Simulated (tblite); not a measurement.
Isomers of C3H8F2Si2. Method: GFN2-xTB as coded in tblite; computed harmonic values from a numerical Hessian at the method's own geometry, unscaled. Against measured fundamentals such values can be off by several per cent, at times by over 20. Modes of hydrogen on silicon can be 10 to 20 % off. One conformer each.

Electronic energies: GFN2-xTB at the same geometries; isomer energies are rough at this level and their order can be wrong.

```
                    SMILES  electronic energy, lowest = 0 (kcal/mol)
      FC(F)[SiH]1C[SiH2]C1                                      62.6
F[C@@H]1C[SiH2][Si@H](F)C1                                       0.0
     FC(F)C1[SiH2]C[SiH2]1                                      49.7
    F[SiH2]C/C=C(\F)[SiH3]                                       9.8
```

Question: How do GFN2-xTB zero-point energies change the relative energies?

Answer: 
```tsv
SMILES	ZPE (kcal/mol)	of it from modes above 1550 cm⁻¹	electronic (kcal/mol)	with ZPE, lowest = 0 (kcal/mol)	lowest mode (cm⁻¹)	rings
F[C@@H]1C[SiH2][Si@H](F)C1	63.9	30.9	0.0	0.0	64	1
F[SiH2]C/C=C(\F)[SiH3]	59.1	31.8	9.8	5.0	32	0
FC(F)C1[SiH2]C[SiH2]1	61.1	30.0	49.7	46.9	38	1
FC(F)[SiH]1C[SiH2]C1	61.9	31.1	62.6	60.6	30	1
```

The zero-point energies span 4.8 kcal/mol, from `F[SiH2]C/C=C(\F)[SiH3]` to `F[C@@H]1C[SiH2][Si@H](F)C1`. The order is unchanged.

Question: What do entropy and thermal enthalpy add at 298.15 K and 1 bar (rigid rotor, harmonic oscillator, one conformer each)?

Answer: 
```csv
SMILES,point group,symmetry number,S (cal/(mol K)),H − H(0) (kcal/mol),ZPE + H − H(0) − TS (kcal/mol)
F[C@@H]1C[SiH2][Si@H](F)C1,C1,1,92.0,6.18,42.7
F[SiH2]C/C=C(\F)[SiH3],C1,1,103.6,7.22,35.4
FC(F)C1[SiH2]C[SiH2]1,C1,1,94.6,6.39,39.2
FC(F)[SiH]1C[SiH2]C1,C1,1,97.7,6.63,39.4
```
